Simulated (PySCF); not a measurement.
Compound: C₂H₈BNO.
Z-matrix (Å and degrees, PBE0-D3(BJ)/def2-SVP geometry), rows numbered from 1:
```
N 
B   1  1.6597
C   2  1.6252  1  111.66
C   3  1.5380  2   80.81  1   110.39
O   4  1.4236  3   96.50  2    -2.53
H   1  1.0209  2  112.66  3    80.81
H   1  1.0215  2  110.43  3   -41.28
H   1  1.0212  2  108.39  3  -159.08
H   2  1.2306  1  103.32  3  -135.34
H   3  1.1032  2  118.66  1    -2.59
H   3  1.0988  2  117.79  1  -136.16
H   4  1.1087  3  115.74  2  -120.73
H   4  1.1067  3  113.98  2   114.44
```

Jobs on this species (13 atoms, 40 electrons) with PySCF (density fitting). Hardware of each: Arm Neoverse V1, one thread, no GPU, shared host. The host was shared with other jobs, so the times are rough. Peak memory is the resident size of the whole Python process, interpreter and libraries included.

| level and settings | work | basis functions | SCF cycles | wall time | peak memory |
| --- | --- | --- | --- | --- | --- |
| delta-SCF UKS PBE0, pcX-2 on the ionised atom, pcseg-1 elsewhere, spin-free X2C | ΔSCF core ionisation, 5 holes | 141 | ? | ? | ? |
| delta-SCF UKS PBE, pcX-2 on the ionised atom, pcseg-1 elsewhere, spin-free X2C | ΔSCF core ionisation, 5 holes | 141 | ? | ? | ? |
| delta-SCF UKS SCAN, pcX-1 on the ionised atom, pcseg-1 elsewhere, spin-free X2C | ΔSCF core ionisation, 5 holes | 120 | ? | ? | ? |
| delta-SCF UKS SCAN, pcX-2 on the ionised atom, pcseg-1 elsewhere, spin-free X2C | ΔSCF core ionisation, 5 holes | 141 | 82 | 33 s | 0.56 GiB |
| PBE0-D3(BJ)/def2-SVP, grid level 1 | geometry optimisation from a GFN2-xTB start shaken at random | 110 | 33 | 21 s | 0.45 GiB |
| delta-SCF UKS SCAN, def2-TZVP on the ionised atom, pcseg-1 elsewhere, spin-free X2C | ΔSCF core ionisation, 5 holes | 127 | 81 | 28 s | 0.54 GiB |
| delta-SCF UKS B3LYP, pcX-2 on the ionised atom, pcseg-1 elsewhere, spin-free X2C | ΔSCF core ionisation, 5 holes | 141 | 76 | 33 s | 0.54 GiB |
| delta-SCF UKS HF, pcX-2 on the ionised atom, pcseg-1 elsewhere, spin-free X2C | ΔSCF core ionisation, 5 holes | 141 | 71 | 16 s | 0.54 GiB |
| delta-SCF UKS SCAN, pcX-2 on the ionised atom, pcseg-1 elsewhere, non-relativistic | ΔSCF core ionisation, 5 holes | 141 | 82 | 29 s | 0.54 GiB |

Task: Fill in the missing figures.

Result: 
- delta-SCF UKS PBE0, pcX-2 on the ionised atom, pcseg-1 elsewhere, spin-free X2C; ΔSCF core ionisation, 5 holes: 31 s, 0.54 GiB, 74 SCF cycles
- delta-SCF UKS PBE, pcX-2 on the ionised atom, pcseg-1 elsewhere, spin-free X2C; ΔSCF core ionisation, 5 holes: 19 s, 0.54 GiB, 78 SCF cycles
- delta-SCF UKS SCAN, pcX-1 on the ionised atom, pcseg-1 elsewhere, spin-free X2C; ΔSCF core ionisation, 5 holes: 25 s, 0.54 GiB, 82 SCF cycles

Task: What do all jobs in the table cost together?

Result: About 3.9 min; the longest takes about 14 % of that, and about 2.1 times as long as the shortest.
